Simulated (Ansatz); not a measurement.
Frontier orbitals of CH2BF3O, SMILES `OC(F)(F)BF`.

Charge 0, multiplicity 1. The geometry is a stationary point of PBE0-D4/def2-TZVP. It is one conformer, not always the lowest. Basis def2-TZVPP, the Gaussian-basis code of Ansatz.

| functional | HOMO (eV) | LUMO (eV) | gap (eV) |
| --- | --- | --- | --- |
| LDA (SPW92) | -8.07 | -2.96 | 5.11 |
| PBE | -7.92 | -2.60 | 5.32 |
| r2SCAN | -8.29 | -2.25 | 6.04 |
| B97M-V | -8.41 | -2.30 | 6.11 |
| PBE0 | -9.60 | -1.56 | 8.04 |
| ωB97M-V | -11.97 | 0.52 | 12.49 |
| HF | -13.77 | 2.11 | 15.88 |

A quarter of exact exchange (PBE0) shifts PBE's HOMO by −1.68 eV and its LUMO by +1.04 eV; full exchange at long range (ωB97M-V) shifts them by −4.06 and +3.12 eV. The gap opens from 5.32 to 12.49 eV, since occupied levels lose self-interaction and empty ones feel all the electrons. A positive LUMO is unbound and depends on the basis.
